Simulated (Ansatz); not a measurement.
input.yaml

```yaml
crystal:
  periodic: [false, false, false]
  atoms:
    - { symbol: Al, position_ang: [0.0841, 0.545799, -0.251332] }
    - { symbol: H, position_ang: [-0.12624, -0.280318, 2.371824] }
    - { symbol: O, position_ang: [1.6116, -0.11417, -0.638544] }
    - { symbol: H, position_ang: [1.687702, -0.919106, -1.174651] }
    - { symbol: F, position_ang: [-1.331965, -0.153574, -0.794739] }
    - { symbol: O, position_ang: [-0.045686, 2.045774, 0.642349] }
    - { symbol: H, position_ang: [0.78221, 2.488735, 0.89393] }
    - { symbol: H, position_ang: [-0.110122, 0.40296, 2.128964] }
basis:
  gaussian: { orbitals: def2-SVP }
hamiltonian:
  xc: pbe
relax:
  f_tol: 0.03
  max_steps: 50
output:
  orbitals: {}
```

Run as:

```bash
$ ansatz run input.yaml --threads 1 --pin off --max-ram 2048MiB --backend cpu --events-out ev --progress --plain --runs-dir out
```

Hardware: 1 thread of Arm Neoverse V2, with other jobs on the host.

Problem. Roughly how long does this run take, and how much memory?

Solution. 29 s, with a peak of 0.14 GiB, for 14 ionic steps.
